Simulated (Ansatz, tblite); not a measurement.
Compound nanocrystal family: gap (eV) at several levels, gas phase, relaxed structures; Ansatz, xTB through tblite. Core potentials for In in the def2 sets, no spin–orbit coupling. Levels of anions in sets without diffuse functions are rough. A dash marks a value that wasn't run or was left out as unsound. The structures are stationary points that may keep the symmetry of their start.

```tsv
species	state	geometry	GFN1-xTB	GFN2-xTB	PBE-D4/def2-SVP	PBE-D4/def2-TZVP	PBE0-D4/def2-SVP	PBE0-D4/def2-TZVP
Al13N13H30, cut from zinc blende	singlet	r2SCAN-D4/def2-SVP	4.18	4.58	4.48	–	6.57	–
Ga4P4H14, cut from wurtzite	singlet	PBE-D4/def2-SVP	4.79	3.73	4.59	4.38	6.44	6.23
Al9P10H26⁺, cut from wurtzite	singlet	PBE-D4/def2-SVP	3.55	2.96	3.94	3.73	5.70	5.48
Al12P12, cut from wurtzite, rearranged, rod, bare	singlet	r2SCAN-D4/def2-SVP	0.58	1.57	1.27	1.20	2.70	2.61
Al9N8H24⁻, cut from zinc blende	singlet	PBE-D4/def2-SVP	4.51	4.79	4.22	3.83	6.28	5.78
Al5N4H16⁻, cut from zinc blende	singlet	PBE-D4/def2-SVP	5.79	5.48	5.44	5.10	7.49	7.08
In14As14H34, cut from wurtzite	singlet	PBE-D4/def2-SVP	2.44	2.65	2.95	–	4.51	–
In5As4H16⁻, cut from zinc blende	singlet	PBE-D4/def2-SVP	3.33	3.78	4.13	4.08	5.78	5.69
```
